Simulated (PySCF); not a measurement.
BeClI, SMILES [Cl][Be][I].

Coordinates come from a B3LYP-D3(BJ)/def2-TZVP optimisation. The def2 effective core potentials stand for the cores of I; spin–orbit coupling is left out.

These are PySCF with B3LYP-D3(BJ)/def2-TZVP values and carry that method's errors.

Frequencies are harmonic and unscaled.

Modes within 1.5 cm⁻¹ of each other (mostly degenerate sets) share a row, with their intensities summed.

Task: Give all harmonic wavenumbers and intensities. (Estimate from the structure and the level; the computed values follow.)

Result: 
```csv
mode,ν (cm⁻¹),IR (km/mol),moving atoms (share of kinetic energy)
1–2,207,45.2,Be 92 %
3,271,0.3,"Cl 70 %, I 25 %"
4,1016,424.3,"Be 90 %, Cl 9 %"
```
